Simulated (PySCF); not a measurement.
A calculated (TPSS, PySCF 2.14, aug-cc-pVDZ-DK, scalar relativity by spin-free X2C-1e) atom or ion has these occupied shells.

| shell | electrons | orbital energy (eV) | rms radius, mean of both spins (bohr) |
| --- | --- | --- | --- |
| 1s | 2 | -196.02 | 0.381 |
| 2s | 2 | -19.767 | 1.95 |

Question: Name the element and its charge.

Answer: B+ (boron, charge +1), in [He] 2s2, closed-shell 1S.
